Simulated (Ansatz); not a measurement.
Geometry optimisation of the cluster Hf2Si.

```yaml
crystal:
  periodic: [false, false, false]
  atoms:
    - {symbol: Hf, position_ang: [1.327000, 3.751700, 0.217500]}
    - {symbol: Hf, position_ang: [0.000000, 0.000000, 0.000000]}
    - {symbol: Si, position_ang: [-1.279000, 2.583900, 0.227300]}
basis:
  gaussian: {orbitals: def2-TZVP}
hamiltonian: {xc: r2scan, dispersion: d4}
scf: {lower_state_search: "off"}
output: {orbitals: {seedname: orbitals}}
relax: {f_tol: 0.02, max_steps: 100}
```

```sh
$ ansatz run in.yaml --threads 2 --pin off --events-out ev --progress --plain --max-ram 4352MiB
```

Shortened log:

```
Functional definition: r2SCAN
mean field -10482.48038547 eV, -385.2240488855 hartree, gradient 1.6e-6 eV, S^2 0.000000; 0 other end points of the search recorded, 0 dependent functions left out
relax step   1: F+E_penalty+E_count = -10482.50320690 eV  Δ(F+E_penalty+E_count) = +0.000e0 eV  max|allowed force component| = 3.168e0 eV/Å  Δτ_max = 0.0000 Å  (53 SCF iters, accepted)
mean field -10483.88476684 eV, -385.2756589491 hartree, gradient 2.1e-6 eV, S^2 0.000000; 0 other end points of the search recorded, 0 dependent functions left out
relax step   2: F+E_penalty+E_count = -10483.90655255 eV  Δ(F+E_penalty+E_count) = -1.403e0 eV  max|allowed force component| = 2.344e0 eV/Å  Δτ_max = 0.1946 Å  (38 SCF iters, accepted)
mean field -10484.42283997 eV, -385.2954327719 hartree, gradient 2.1e-6 eV, S^2 0.000000; 0 other end points of the search recorded, 0 dependent functions left out
relax step   3: F+E_penalty+E_count = -10484.44468859 eV  Δ(F+E_penalty+E_count) = -5.381e-1 eV  max|allowed force component| = 1.415e0 eV/Å  Δτ_max = 0.1949 Å  (41 SCF iters, accepted)
mean field -10485.21039002 eV, -385.3243747025 hartree, gradient 1.3e-6 eV, S^2 0.000000; 0 other end points of the search recorded, 0 dependent functions left out
relax step   4: F+E_penalty+E_count = -10485.23225828 eV  Δ(F+E_penalty+E_count) = -7.876e-1 eV  max|allowed force component| = 2.102e0 eV/Å  Δτ_max = 0.1944 Å  (84 SCF iters, accepted)
mean field -10485.68345052 eV, -385.3417593552 hartree, gradient 1.4e-6 eV, S^2 0.000000; 0 other end points of the search recorded, 0 dependent functions left out
relax step   5: F+E_penalty+E_count = -10485.70533326 eV  Δ(F+E_penalty+E_count) = -4.731e-1 eV  max|allowed force component| = 7.100e-1 eV/Å  Δτ_max = 0.1977 Å  (38 SCF iters, accepted)
mean field -10485.70028440 eV, -385.3423779888 hartree, gradient 2.0e-6 eV, S^2 0.000000; 0 other end points of the search recorded, 0 dependent functions left out
relax step   6: F+E_penalty+E_count = -10485.72216377 eV  Δ(F+E_penalty+E_count) = -1.683e-2 eV  max|allowed force component| = 9.105e-2 eV/Å  Δτ_max = 0.0254 Å  (25 SCF iters, accepted)
mean field -10485.70059216 eV, -385.3423892988 hartree, gradient 1.5e-6 eV, S^2 0.000000; 0 other end points of the search recorded, 0 dependent functions left out
relax step   7: F+E_penalty+E_count = -10485.72247206 eV  Δ(F+E_penalty+E_count) = -3.083e-4 eV  max|allowed force component| = 1.770e-2 eV/Å  Δτ_max = 0.0054 Å  (26 SCF iters, accepted)
Total energy: -10485.72248227 eV, -385.3431937455 hartree
Atom 0 at     1.113573     3.091788     0.178536 Å, force     0.005888    -0.008316    -0.000794 eV/Å
Atom 1 at     0.245379     0.662524     0.038019 Å, force     0.011809     0.000328    -0.000394 eV/Å
Atom 2 at    -1.310952     2.581288     0.228245 Å, force    -0.017697     0.007988     0.001188 eV/Å
Dipole moment:     0.849359    -0.300530    -0.051197 e Å
Checks for a lower state left out: stability, starts, cluster_reference, orbital_swaps, neighbouring_geometries, increment
```

Run time 26 s (2 threads of Arm Neoverse V2 on a shared host).

In the def2 sets Hf takes a core potential; there is no spin–orbit coupling. The structure comes from a short search, and lower isomers may exist.
